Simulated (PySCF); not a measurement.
Species: CH₆OSi₂.
Bonds: O1–C2 (double), C2–Si3, Si3–Si4. Hydrogens: H5 on C2; H6, H7 on Si3; H8, H9, H10 on Si4.

The same species was optimised twice, with GFN2-xTB and with PBE0-D3(BJ)/def2-SVP (PySCF), and the same property calculations (PySCF, gas phase) were run on both structures.

| coordinate | GFN2-xTB | PBE0-D3(BJ)/def2-SVP | change |
| --- | --- | --- | --- |
| Si3–Si4 (Å) | 2.310 | 2.351 | +0.041 |
| Si3–H7 (Å) | 1.470 | 1.498 | +0.028 |
| Si3–H6 (Å) | 1.470 | 1.498 | +0.028 |
| C2–Si3 (Å) | 1.920 | 1.944 | +0.024 |
| C2–H5 (Å) | 1.112 | 1.128 | +0.016 |
| O1=C2 (Å) | 1.206 | 1.204 | -0.002 |
| Si4–Si3–H7 (°) | 118.2 | 113.1 | -5.1 |
| C2–Si3–H6 (°) | 103.4 | 107.4 | +4.0 |
| Si4–Si3–H6 (°) | 117.2 | 113.4 | -3.8 |
| C2–Si3–H7 (°) | 104.1 | 106.9 | +2.8 |
| H6–Si3–H7 (°) | 104.9 | 107.2 | +2.3 |
| Si3–C2–H5 (°) | 118.6 | 116.9 | -1.7 |
| C2–Si3–Si4 (°) | 107.4 | 108.5 | +1.1 |
| O1–C2–H5 (°) | 118.9 | 119.9 | +1.0 |
| O1–C2–Si3–Si4 (°) | 9 | -3 | -12 |

Rotational constants: A = 6699, B = 2678, C = 1999 MHz (GFN2-xTB) against A = 6644, B = 2559, C = 1931 MHz (PBE0-D3(BJ)/def2-SVP). Atoms that the bonding makes alike are paired by their places after alignment. End groups have turned between the structures, so H8, H9, H10 are left out of the comparison.

On the GFN2-xTB structure: lowest singlet, TDDFT (eV) 3.29 [CAM-B3LYP/def2-SVPD]; lowest triplet, Tamm–Dancoff (eV) 2.61 [CAM-B3LYP/def2-SVPD]; isotropic polarisability (au) 72.5 [CAM-B3LYP/def2-SVPD]; HOMO (eV) -8.51 [CAM-B3LYP/def2-SVPD]; LUMO (eV) -0.38 [CAM-B3LYP/def2-SVPD]; dipole (D) 2.22 [CAM-B3LYP/def2-SVPD]; HOMO (eV) -7.04 [PBE0/pcSseg-1]; LUMO (eV) -1.46 [PBE0/pcSseg-1]; dipole (D) 2.09 [PBE0/pcSseg-1]; GIAO shielding of O1 (ppm) -611.4 [PBE0/pcSseg-1]; GIAO shielding of C2 (ppm) -59.0 [PBE0/pcSseg-1]; GIAO shielding of Si3 (ppm) 429.7 [PBE0/pcSseg-1]; GIAO shielding of Si4 (ppm) 472.2 [PBE0/pcSseg-1].

Question: What do these properties become on the PBE0-D3(BJ)/def2-SVP structure?

Answer: 
| property | level | on GFN2-xTB | on PBE0-D3(BJ)/def2-SVP | change |
| --- | --- | --- | --- | --- |
| lowest singlet, TDDFT (eV) | CAM-B3LYP/def2-SVPD | 3.29 | 3.27 | -0.02 |
| lowest triplet, Tamm–Dancoff (eV) | CAM-B3LYP/def2-SVPD | 2.61 | 2.61 | 0.00 |
| isotropic polarisability (au) | CAM-B3LYP/def2-SVPD | 72.5 | 74.9 | +2.4 |
| HOMO (eV) | CAM-B3LYP/def2-SVPD | -8.51 | -8.55 | -0.04 |
| LUMO (eV) | CAM-B3LYP/def2-SVPD | -0.38 | -0.48 | -0.10 |
| dipole (D) | CAM-B3LYP/def2-SVPD | 2.22 | 2.12 | -0.10 |
| energy, GFN2-xTB geometry as zero (kcal/mol) | CAM-B3LYP/def2-SVPD | 0.0 | -0.8 | -0.8 |
| HOMO (eV) | PBE0/pcSseg-1 | -7.04 | -7.11 | -0.07 |
| LUMO (eV) | PBE0/pcSseg-1 | -1.46 | -1.57 | -0.11 |
| dipole (D) | PBE0/pcSseg-1 | 2.09 | 1.99 | -0.10 |
| energy, GFN2-xTB geometry as zero (kcal/mol) | PBE0/pcSseg-1 | 0.0 | -1.0 | -1.0 |
| GIAO shielding of O1 (ppm) | PBE0/pcSseg-1 | -611.4 | -604.5 | +6.9 |
| GIAO shielding of C2 (ppm) | PBE0/pcSseg-1 | -59.0 | -52.3 | +6.7 |
| GIAO shielding of Si3 (ppm) | PBE0/pcSseg-1 | 429.7 | 430.6 | +0.9 |
| GIAO shielding of Si4 (ppm) | PBE0/pcSseg-1 | 472.2 | 471.3 | -0.9 |

The heavy atoms differ by 0.041 Å rms after alignment. Among the bonds compared Si3–Si4 changes most (+0.041 Å). Changes are differences of the printed values. Neither structure is proved a minimum here.

The values belong to the conformer `[O:1]=[CH:2][SiH2:3][SiH3:4]`: O1–C2–Si3–Si4 -3°.
